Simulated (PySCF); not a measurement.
Compound: C7H7N2 (doublet state).
Geometry (GFN2-xTB, Å), atoms numbered from 1 in this order:
```
atom  x, y, z in Å
C1     2.6748    0.2877   -0.6093
N2     1.8788   -0.0227    0.3195
C3     0.5494   -0.1718    0.2900
C4    -0.0718   -1.1872    1.0182
C5    -1.4409   -1.3053    1.0443
C6    -2.2432   -0.3841    0.3485
C7    -1.6814    0.6328   -0.3608
C8    -0.2636    0.8101   -0.4402
N9     0.2035    1.7826   -1.1503
H10    2.4421    0.1969   -1.6712
H11    3.6821    0.5766   -0.3438
H12    0.5553   -1.9014    1.5314
H13   -1.9027   -2.1070    1.5997
H14   -3.3176   -0.4895    0.3835
H15   -2.2818    1.3573   -0.8873
H16    1.2092    1.9340   -1.0837
```

The hyperfine couplings belong to this conformer and change with its torsions.

The species is `C=Nc1ccccc1[NH]` [radical].

Method used: PySCF 2.14.0, UKS B3LYP, pcH-1 on C H N, non-relativistic, mean-field spin-orbit, GIAO. Geometry: GFN2-xTB, one conformer, isolated molecule. Couplings are sensitive to structure, and on GFN2-xTB geometries they can be far from those on DFT ones. The frame is twisted about the N2–C3 bond at this geometry (dihedral C1–N2–C3–C8 = -43°); couplings at other torsion angles weren't computed. No stability test was run, so a lower SCF solution isn't excluded. ⟨S²⟩ is 0.784 where a pure state has 0.75.

(1) Break the g tensor into its mass correction, gauge correction and orbital-Zeeman/spin–orbit terms.

(2) What effective moment and Curie constant follow for a powder?

(3) What are the electron Larmor frequencies g μB B/h along the three axes at 340 mT?

(4) In a frozen sample, at which fields do the three g values resonate at 9.5, 34, 94 and 263 GHz (hyperfine left aside), and which band first spreads them over more than twice a line width of 0.3 mT?

Results:

(1) 
```json
{"Δg (ppm)": "relativistic mass correction", "1": "-189", "2": "-189", "3": "-189"}
{"Δg (ppm)": "gauge correction", "1": "11", "2": "31", "3": "12"}
{"Δg (ppm)": "orbital Zeeman/spin–orbit", "1": "-20", "2": "889", "3": "2634"}
{"Δg (ppm)": "total", "1": "-198", "2": "731", "3": "2456"}
```

So g = 2.00212, 2.00305, 2.00478 and g_iso = 2.00332; the tensor is rhombic: the two nearest values differ by 35 % of g3 − g1. Axes: g2 points within 14° of the C5–C6 bond.

(2) With the mean of g² = 4.0133 and S(S+1) = 0.75: μ_eff = √(⟨g²⟩S(S+1)) = 1.735 μB and χT = 0.12505·⟨g²⟩·S(S+1) = 0.376 cm³ K/mol (cgs; spin-Hamiltonian part alone).

(3) 9.5275, 9.5320, 9.5402 GHz for g1, g2 and g3, a range of 12.6 MHz.

(4) 
```
band    GHz  B(g3) mT  B(g2) mT  B(g1) mT  spread mT
   X    9.5    338.57    338.86    339.02       0.45
   Q   34.0   1211.72   1212.76   1213.32       1.61
   W   94.0   3350.04   3352.93   3354.49       4.44
   J  263.0   9373.00   9381.07   9385.42      12.43
```

The spread grows in proportion to the frequency. Q band is the first where it exceeds 0.6 mT.

The Mulliken spin populations are largest on N9 (+0.51), C5 (+0.30), C3 (+0.28) and C7 (+0.24). Four atoms exceed +0.15. The positive populations add up to 1.46 and the negative ones to -0.46, together 2S = 1.

The HOMO–LUMO gaps are 3.66 eV among the α and 3.40 eV among the β orbitals.

Hardware: one thread, Arm Neoverse V1 (aarch64), shared host. Cost: 1.7 min (with the writing of density and orbital grids), 0.97 GiB resident at most.
